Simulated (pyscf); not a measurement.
# `[F][Ta]([F])([F])[F]`, doublet

Gas-phase minimum from PySCF at ωB97X-D3(BJ)/def2-SVP, one conformer. 

```xyz
5

F      0.5932     0.3606     0.0790
Ta    -1.0809    -0.4716     0.2205
F     -0.5413    -2.1698    -0.3608
F     -2.1049     0.9781    -0.3814
F     -2.2753    -1.0553     1.5425
```
Charge 0, spin multiplicity 2.

Bonds (Å): F1–Ta2 1.875, Ta2–F3 1.874, Ta2–F4 1.874, Ta2–F5 1.875. Angles (°): F1–Ta2–F3 97.0, F1–Ta2–F4 96.9, F1–Ta2–F5 139.5, F3–Ta2–F4 139.3, F3–Ta2–F5 96.9, F4–Ta2–F5 96.8.

Properties at ωB97X-D3(BJ)/def2-SVP:

```yaml
harmonic_wavenumbers_unscaled: 157, 157, 158, 170, 229, 688, 703, 704, 718 cm⁻¹
zero_point_energy: 5.3 kcal/mol
rotational_symmetry_number: 4
Entropy of this conformer at 298 K and 1 atm, rigid rotor and harmonic oscillator, modes under 100 cm⁻¹ raised to 100: 340.6 J/(mol K)
dipole_moment: 0.01 D
Spin expectation value S2: 0.751
```

Single-point totals, which compare only within one level:

| level | total energy (hartree) |
|---|---|
| ωB97X-D3(BJ)/def2-TZVP | -456.87080 |
| PBE/def2-TZVP | -456.49787 |
| r²SCAN/def2-TZVP | -456.71061 |
| B3LYP-D3(BJ)/def2-TZVP | -456.85893 |
| PBE0-D3(BJ)/def2-TZVP | -456.43940 |
| M06-2X/def2-TZVP | -456.58428 |
| ωB97M-D3(BJ)/def2-TZVP | -456.85356 |

Open-shell species with a d-block atom are single-reference here; other states, and whether the spin sits on metal or ligand, were not checked. Elements past Kr carry the def2 core potentials, without spin-orbit coupling.
